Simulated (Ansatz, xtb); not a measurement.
C4H4ClNS: which of two isomers lies lower

Structure a is `Sc1cc[nH]c1Cl`, a singlet and structure b is `Sc1c[nH]c(Cl)c1`, a singlet. Both are isolated molecules in the gas phase, relaxed with PBE0-D3(BJ)/def2-SVP; the shapes shown needn't be the lowest conformers.

a (Å):

```yaml
atoms:
  - { symbol: C, position_ang: [0.0004, -0.6541, 1.7043] }
  - { symbol: C, position_ang: [0.7073, -0.9007, 0.4892] }
  - { symbol: C, position_ang: [1.2647, -2.1543, 0.5775] }
  - { symbol: C, position_ang: [0.1736, -1.7831, 2.4877] }
  - { symbol: Cl, position_ang: [-0.4099, -2.1357, 4.0488] }
  - { symbol: N, position_ang: [0.9309, -2.6791, 1.7995] }
  - { symbol: S, position_ang: [-0.8384, 0.8143, 2.1840] }
  - { symbol: H, position_ang: [-2.0593, 0.4910, 1.6973] }
  - { symbol: H, position_ang: [0.7859, -0.2111, -0.3480] }
  - { symbol: H, position_ang: [1.8747, -2.7151, -0.1263] }
  - { symbol: H, position_ang: [1.2002, -3.5861, 2.1550] }
```

b (Å):

```
atom    x (Å)    y (Å)    z (Å)
   C   0.6004  -0.5555   1.5704
   C   0.1814  -1.1369   0.3894
   C   0.3143  -2.7484   1.9245
   C   0.6930  -1.5860   2.5538
  Cl   0.1944  -4.3469   2.5193
   N   0.0126  -2.4716   0.6210
   S   1.0383   1.1410   1.7602
   H  -0.0681   1.5364   2.4316
   H  -0.0017  -0.6908  -0.5847
   H  -0.2843  -3.1636  -0.0532
   H   1.0036  -1.4817   3.5895
```

Q: Estimate E(b) − E(a) at the level CCSD(T)/def2-SVP + ΔMP2/def2-TZVPP.

A: CCSD(T)/def2-SVP + ΔMP2/def2-TZVPP gives E(b) − E(a) = −0.17 kcal/mol, slightly favouring structure b, which is too small a margin to settle the true order.

How the difference moves with the method:

```json
{"level": "PBE0-D3(BJ)/def2-SVP", "geometry": "PBE0-D3(BJ)/def2-SVP", "E(b) − E(a) (kcal/mol)": "−0.01", "departure from the last row (kcal/mol)": "+0.17", "job, with rough time for the two": "optimisation, 6.9 min"}
{"level": "HF/def2-SVP", "geometry": "PBE0-D3(BJ)/def2-SVP", "E(b) − E(a) (kcal/mol)": "−0.59", "departure from the last row (kcal/mol)": "−0.42", "job, with rough time for the two": "part of the CCSD(T) run"}
{"level": "MP2/def2-SVP", "geometry": "PBE0-D3(BJ)/def2-SVP", "E(b) − E(a) (kcal/mol)": "+0.17", "departure from the last row (kcal/mol)": "+0.34", "job, with rough time for the two": "part of the CCSD(T) run"}
{"level": "CCSD(T)/def2-SVP", "geometry": "PBE0-D3(BJ)/def2-SVP", "E(b) − E(a) (kcal/mol)": "−0.08", "departure from the last row (kcal/mol)": "+0.09", "job, with rough time for the two": "single point"}
{"level": "CCSD(T)/def2-SVP + ΔMP2/def2-TZVPP", "geometry": "PBE0-D3(BJ)/def2-SVP", "E(b) − E(a) (kcal/mol)": "−0.17", "departure from the last row (kcal/mol)": "", "job, with rough time for the two": "single point, 2.5 min"}
```

As drawn, both hold the same kinds of bond in the same numbers.

The largest departure from CCSD(T)/def2-SVP + ΔMP2/def2-TZVPP is that of HF/def2-SVP, 0.42 kcal/mol. No reliable frequencies are at hand for a, so it isn't confirmed as a minimum. Levels run at GFN2-xTB geometries aren't shown. The last row adds to CCSD(T) the change of the MP2 difference between the two basis sets, here −0.09 kcal/mol.

The correlated steps freeze 15 core orbitals. Run with Ansatz 0.2.0, xtb 6.7.1; the last row on 2 threads of Intel(R) Xeon(R) Processor @ 2.50GHz (Skylake/Cascade Lake) on a shared host.
